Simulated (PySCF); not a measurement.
# Reading the logs of faulty runs: C2GeH8N

Calculated results; nothing here was measured. They come from PySCF 2.14.0, an open-source quantum chemistry program, on an isolated molecule that a program drew, which may never have been made. The molecule is C2GeH8N (charge 0, doublet), drawn as the SMILES string `C[CH][GeH2][NH2]`.

Each row is a Hartree-Fock (HF) and frozen-core CCSD(T) single point in the cc-pVDZ basis, meant for a local HF minimum. Run 1 is clean. Each other run has one planted mistake out of seven kinds, and not every kind appears here: one electron removed, one electron added, multiplicity raised by two, geometry at a saddle point, minimal basis STO-3G, one bond length entered in bohr, all coordinates scaled. The reference is restricted for singlets and unrestricted otherwise, and also for a bond in bohr. Adding or removing an electron swaps singlet and doublet. Electrons count all cores. HOMO and LUMO are orbital energies over both spins, the gradient is its largest component, and the lowest frequency (negative if imaginary) is given only where the gradient is small. Bond lengths are over the 11 bonds as drawn. T1 is the CCSD diagnostic: over 0.02 (restricted) or 0.045 (unrestricted) a single reference is doubtful. Germanium has the cc-pVDZ-PP basis, with a core potential (ECP10MDF) in place of its 10 inner electrons, and its 3s, 3p and 3d shells are frozen in CCSD(T).

Geometry of the clean run:
```xyz
12
C2GeH8N, angstrom
C    -2.1410    1.3006   -1.9748
C    -2.3456    0.0598   -1.1479
Ge   -1.1551   -0.5122    0.2653
N     0.5716   -0.1777   -0.2955
H    -2.3629    1.1123   -3.0298
H    -1.1179    1.6714   -1.9039
H    -2.8119    2.1043   -1.6476
H    -3.2842   -0.4712   -1.2900
H    -1.4341   -1.9931    0.5856
H    -1.3298    0.3022    1.5561
H     0.8704   -0.7447   -1.0713
H     1.2616   -0.2664    0.4310
```

```
run,electrons,basis functions,<S^2>,HOMO (eV),LUMO (eV),gradient (hartree/bohr),lowest frequency (cm^-1),mean bond (Å),longest bond (Å),T1,HF (hartree),CCSD(T) (hartree),mistake
1,59,105,0.764,-9.46,2.89,6.7e-06,67,1.3404,1.934,0.0112,-428.18944,-428.79665,no fault
2,59,105,1.583,-9.75,2.46,2.0e-02,-,1.4217,1.934,0.0531,-428.06005,-428.65629,one bond length entered in bohr
3,58,105,0.000,-15.29,-5.90,5.1e-02,-,1.3404,1.934,0.0188,-427.90802,-428.50285,one electron removed
4,59,105,3.770,-2.66,0.33,7.8e-02,-,1.3404,1.934,0.0200,-427.97158,-428.56229,?
5,60,105,0.000,-0.19,8.94,5.7e-02,-,1.3404,1.934,0.0135,-428.12849,-428.77821,?
```

**Which mistake was planted in run 4, and what did it cost?**

Electrons, basis and geometry are unchanged, and <S^2> is 3.770, beside S(S+1) = 3.75 for a multiplicity of 4. So the mistake is: multiplicity raised by two. Subtracting run 1 and multiplying by 627.51 kcal/mol a hartree, the energy moved by 136.7 kcal/mol in HF and 147.1 kcal/mol in CCSD(T).

**Which mistake was planted in run 5, and what did it cost?**

It counts 60 electrons, one more than the clean run, at the same geometry and basis. So the mistake is: one electron added. Subtracting run 1 and multiplying by 627.51 kcal/mol a hartree, the energy moved by 38.2 kcal/mol in HF and 11.6 kcal/mol in CCSD(T).

Cautions from the logs. Run 2: T1 is over the limit, so its CCSD(T) energy is less reliable; run 5: the added electron raises the CCSD(T) energy, so it isn't bound in this basis.
